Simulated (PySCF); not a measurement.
Benzenedithiol, C₆H₆S₂, SMILES Sc1ccc(S)cc1 (PBE0/def2-SVP optimised geometry):

```
14

S     -1.388    -3.165     0.000
C     -0.559    -1.604     0.000
C     -1.227    -0.376     0.000
C     -0.515     0.821     0.000
C      0.883     0.821     0.000
S      1.859     2.294     0.000
C      1.552    -0.411     0.000
C      0.842    -1.604     0.000
H     -2.645    -2.676     0.000
H     -2.319    -0.342     0.000
H     -1.066     1.765     0.000
H      0.829     3.165     0.001
H      2.645    -0.438     0.000
H      1.388    -2.552     0.000
```

Level of theory: PBE0/def2-TZVP (PySCF).

Q: What are the frontier orbital energies and the dipole moment?

A: HOMO-2 -7.68 eV, HOMO-1 -7.56 eV, HOMO -5.98 eV, LUMO -0.63 eV, LUMO+1 -0.48 eV; dipole moment 1.59 D.

Meta-Löwdin charges at PBE0/def2-TZVP: S1 -0.01, C2 -0.08, C3 -0.13, C4 -0.13, C5 -0.08, S6 -0.01, C7 -0.13, C8 -0.13, H9 0.10, H10 0.12, H11 0.12, H12 0.10, H13 0.13, H14 0.13.
